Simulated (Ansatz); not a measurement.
Reaction (ligand exchange at a B–O bond): `COBO` + H₂S → `OBS` + CH₃OH

Calculated with Ansatz (gas phase, PBE0-D4/def2-TZVP geometries, no zero-point term in ΔE). CCSD(T)/CBS adds triple-zeta CCSD(T) − MP2 to the extrapolated MP2 energy (def2 sets, frozen cores). This one scheme is used for every species. Functionals use def2-TZVPP. Each species was taken in one conformer, which may not be the lowest.

```tsv
level	ΔE (kJ/mol)
ωB97M-V	71.3
r2SCANh	66.6
```

**Question.** What does CCSD(T)/CBS give? (An estimate is asked.)

**Answer.** Ansatz gave: +68.5 kJ/mol. The listed levels differ from it by 2.8, -1.9 kJ/mol.

**Question.** What do rigid-rotor, harmonic-oscillator terms from PBE0-D4/def2-TZVP frequencies (298.15 K, 1 bar) make of the CCSD(T)/CBS value? (Estimate.)

**Answer.** Computed: ΔZPE = +7.6 kJ/mol, ΔH = +74.4 kJ/mol, ΔS = 9 J/(mol·K), ΔG = +71.7 kJ/mol.

Largest T1 diagnostic among the species: 0.013.

At CCSD(T), def2-SVP lies +13.5 kJ/mol from the extrapolated value and def2-TZVPP +2.4 kJ/mol. From BLYP to BHLYP (50 % exact exchange), in def2-TZVPP and without D4, ΔE moves by +6.8 kJ/mol.
